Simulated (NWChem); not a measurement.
System: C$_{2}$H$_{4}$F, doublet; SMILES F[CH]C

Here is an NWChem input.

```
start job
memory heap 200 mb stack 900 mb global 1100 mb
geometry units angstroms
  C     -0.218681     1.181977    -0.003465
  C      0.505014    -0.106022    -0.089016
  F     -0.233627    -1.222173     0.096704
  H      0.453259     2.017562    -0.281724
  H     -0.609478     1.391921     1.024034
  H     -1.096641     1.195960    -0.684929
  H      1.564020    -0.234375     0.196865
end
basis spherical
  * library 6-311g**
end
dft
  odft
  mult 2
  xc xpbe96 cpbe96
  iterations 150
end
driver
  maxiter 120
end
task dft optimize
task dft freq
```

No stability test was run on the SCF state.

The level has its own optimisation; frequencies are unscaled. Brackets give each atom's bonded neighbours.

What results follow from this input? (PBE/6-311G** (spherical d), spin-unrestricted.) Quantities: basis functions; r C–C (Å); r C–F (Å); r C–H [C(CFH)–H(C)] (Å); highest harmonic frequency (cm⁻¹); lowest (cm⁻¹); zero-point energy (kcal/mol); dipole (D).


| Property | Value |
|---|---|
| number of basis functions | 78 |
| r C–C (Å) | 1.479 |
| r C–F (Å) | 1.363 |
| r C–H [C(CFH)–H(C)] (Å) | 1.094 |
| highest harmonic frequency (cm⁻¹) | 3101 |
| lowest (cm⁻¹) | 189 |
| zero-point energy (kcal/mol) | 32.5 |
| dipole (D) | 1.50 |
